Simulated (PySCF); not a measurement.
C4H10O.

```xyz
15

C      2.2941     0.4231    -0.1409
C      0.8062     0.6703    -0.0710
O      0.1780    -0.4971     0.3787
C     -1.1990    -0.3825     0.6076
C     -2.0348    -0.3453    -0.6601
H      2.6844     0.1454     0.8493
H      2.5132    -0.4011    -0.8357
H      2.8236     1.3225    -0.4883
H      0.5854     1.5124     0.6193
H      0.4273     0.9745    -1.0676
H     -1.4109     0.5128     1.2292
H     -1.4786    -1.2621     1.2090
H     -3.1073    -0.3540    -0.4123
H     -1.8177    -1.2240    -1.2863
H     -1.8419     0.5573    -1.2595
```

Geometry: PBE0-D3(BJ)/def2-SVP. One conformer was computed; it need not be the lowest.

These are PySCF with PBE/pcSseg-1 values and carry that method's errors. Non-relativistic, no solvent.

Computed absolute GIAO shielding of each atom: isotropic value and principal components (ppm):
| atom | σ(iso) | σ11 | σ22 | σ33 | span |
|---|---|---|---|---|---|
| C1 | 162.3 | 147.7 | 159.1 | 180.2 | 32.5 |
| C2 | 112.1 | 75.4 | 101.8 | 159.3 | 84.0 |
| O3 | 264.7 | 225.8 | 264.8 | 303.4 | 77.6 |
| C4 | 109.5 | 77.2 | 90.2 | 161.1 | 83.9 |
| C5 | 165.8 | 145.6 | 169.9 | 182.0 | 36.4 |
| H6 | 29.9 | 26.4 | 28.0 | 35.2 | 8.8 |
| H7 | 29.9 | 26.2 | 28.3 | 35.2 | 8.9 |
| H8 | 30.2 | 26.6 | 27.6 | 36.4 | 9.8 |
| H9 | 28.3 | 24.8 | 27.5 | 32.4 | 7.6 |
| H10 | 27.3 | 22.3 | 28.6 | 31.2 | 8.9 |
| H11 | 27.8 | 23.0 | 28.3 | 32.1 | 9.1 |
| H12 | 27.2 | 22.0 | 27.3 | 32.3 | 10.3 |
| H13 | 30.5 | 27.0 | 27.8 | 36.7 | 9.7 |
| H14 | 30.3 | 26.9 | 28.1 | 35.7 | 8.8 |
| H15 | 29.5 | 25.1 | 29.5 | 33.9 | 8.8 |
